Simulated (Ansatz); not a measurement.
A CCSD(T) single point on C2H4GeS (`S=[C]1[CH2][GeH2]1`).

```yaml
crystal:
  periodic: [false, false, false]
  atoms:
    - {symbol: S, position_ang: [-1.689016, 1.850283, 0.675775]}
    - {symbol: C, position_ang: [-0.644916, 0.659791, 0.464467]}
    - {symbol: C, position_ang: [0.783890, 0.520402, 0.189531]}
    - {symbol: Ge, position_ang: [-0.319873, -1.024052, -0.441974]}
    - {symbol: H, position_ang: [1.314158, 1.312849, -0.333622]}
    - {symbol: H, position_ang: [1.358343, 0.083975, 1.009245]}
    - {symbol: H, position_ang: [-0.766267, -1.143193, -1.895886]}
    - {symbol: H, position_ang: [0.055779, -2.317157, 0.276663]}
basis:
  gaussian: {orbitals: def2-TZVPP}
correlation: {method: ccsd_t}
output: {orbitals: {seedname: orbitals}}
```

```sh
$ ansatz run in.yaml --threads 2 --pin off --events-out ev --progress --plain --max-ram 4352MiB
```

Log, shortened:

```
Functional definition: HF
1247 factors; integrals over basis functions are off by at most 8.9e-4 eV
mean field evaluation 1: about -69410.7028 eV, gradient 2.8e1 eV
mean field evaluation 2: about -69410.9218 eV, gradient 2.8e1 eV
mean field evaluation 4: about -69413.4117 eV, gradient 4.6e0 eV
mean field evaluation 8: about -69413.4917 eV, gradient 4.7e-1 eV
mean field evaluation 16: about -69413.4940 eV, gradient 1.1e-5 eV
mean field -69413.49400396 eV, -2550.8988544896 hartree, gradient 2.6e-6 eV, S^2 0.000000; 0 other end points of the search recorded, 0 dependent functions left out; unrestricted orbitals would lower it
16 core orbitals not correlated: weight in the atoms' cores, before any rotation towards them, 1.000 or more for the frozen orbitals, at most 0.000 for the correlated occupied ones
reference -69413.49400396 eV, -2550.8988544896 hartree; 16, 16 occupied and 176, 176 virtual orbitals, 1247 factors
second order -20.54739584 eV of doubles, -0.00000000 eV of singles
cycle   1  -20.44612239 eV  change    1.0e-1 eV  update   1.3e-1
cycle   2  -21.14129241 eV  change   -7.0e-1 eV  update   4.0e-2
cycle   3  -21.28500162 eV  change   -1.4e-1 eV  update   2.2e-2
cycle   4  -21.26933288 eV  change    1.6e-2 eV  update   6.7e-3
cycle   5  -21.26847734 eV  change    8.6e-4 eV  update   3.8e-3
cycle   6  -21.26916860 eV  change   -6.9e-4 eV  update   1.2e-3
cycle   7  -21.26884754 eV  change    3.2e-4 eV  update   6.2e-4
cycle   8  -21.26887499 eV  change   -2.7e-5 eV  update   3.0e-4
cycle   9  -21.26905491 eV  change   -1.8e-4 eV  update   2.0e-4
cycle  10  -21.26891211 eV  change    1.4e-4 eV  update   1.3e-4
cycle  11  -21.26896772 eV  change   -5.6e-5 eV  update   7.1e-5
cycle  12  -21.26897468 eV  change   -7.0e-6 eV  update   2.9e-5
perturbative correction -1.09802650 eV, -0.0403517295 hartree
Total energy: -69435.86100514 eV, -2551.7208266220 hartree
```

Run time 2.4 min (2 threads of an Arm Neoverse V2 on a shared host); peak host memory 2.7 GiB.

Correlation energy per correlated electron: -0.699 eV. T1 diagnostic: 0.0157.
